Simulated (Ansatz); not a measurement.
Cost and result for the atomization energy of C$_{2}$H$_{6}$BClGe (11 atoms, 10 bonds).

```xyz
11

C     0.3903    1.4170    0.5748
C    -0.8344    0.6085    0.3368
B    -1.0850   -0.5161   -0.5553
Ge    0.5870   -1.5086   -0.7888
Cl    0.6132   -3.5836   -1.3373
H     0.2261    2.4388    0.2101
H     1.2721    1.0405    0.0497
H     0.6216    1.5109    1.6410
H    -1.6858    0.9550    0.9292
H    -2.1062   -1.0515   -0.8539
H     2.0012   -1.3107   -0.2063
```

Total charge 0; spin multiplicity 1. Correlated methods include outer-core shells of Ge, which these sets cover unevenly. Scalar relativity is left out up to krypton. The bonds changed during the relaxation, so this is another structure than the one it started from. The geometry is a stationary point of PBE0-D4/def2-TZVP. Program: Ansatz. All runs use 4 threads of an Arm Neoverse V1 on a shared host. Times are those of one run each, without the atoms' runs, and a repeat can differ threefold. Electronic energies, without spin–orbit coupling; frozen cores. CCSD(T)/CBS adds CCSD(T) − MP2 in def2-TZVPP to the MP2 limit, and its time is that of the two runs behind it. T1 = 0.013; the RHF reference is unstable towards UHF. With those shells the extrapolation isn't a true limit. B3LYP takes the VWN-RPA correlation (the form of Gaussian; ORCA's B3LYP/G).

CCSD(T)/CBS is a level of theory with its own doubt, some kJ/mol a heavy atom from the limit and from the frozen cores, so smaller differences don't rank the functionals.

```
                             level  functions  wall time  atomization (kJ/mol)  difference from CCSD(T)/CBS  per bond
   PBE-D4/def2-TZVPP (with forces)        267      3.4 s                3957.6                        104.9      10.5
                PBE0-D4/def2-TZVPP        267      4.5 s                3892.5                         39.8       4.0
r2SCAN-D4/def2-TZVPP (with forces)        267        7 s                3902.7                         50.0       5.0
 B3LYP-D4/def2-TZVPP (with forces)        267        7 s                3864.4                         11.7       1.2
                 B2PLYP/def2-TZVPP        267      8.5 s                3821.5                        -31.2      -3.1
                ωB97X-V/def2-TZVPP        267       11 s                3852.6                         -0.1       0.0
  ωB97M-V/def2-TZVPP (with forces)        267       16 s                3855.4                          2.7       0.3
                    MP2/def2-QZVPP        510       42 s                3873.3                         20.6       2.1
                CCSD(T)/def2-TZVPP        267    5.1 min                3768.4                        -84.3      -8.4
                 CCSD(T)/CBS(def2)          –    5.8 min                3852.7                          0.0       0.0
```

The D4 term adds +40.8 kJ/mol with B3LYP and +21.4 kJ/mol with PBE0; it sums over pairs of atoms, weighted by their polarisabilities, and B3LYP, whose exchange is more repulsive, gets the larger term. From PBE to PBE0 (25 % exact exchange), in def2-TZVPP and without D4, the atomization energy moves by −61.4 kJ/mol: exact exchange takes away binding that semilocal exchange gives to molecules. In def2-TZVPP, CCSD(T) changes the Hartree–Fock value by +923.4 kJ/mol (the triples alone add +70.0 kJ/mol) and MP2 by +979.6 kJ/mol; breaking electron pairs costs correlation energy, which Hartree–Fock lacks.
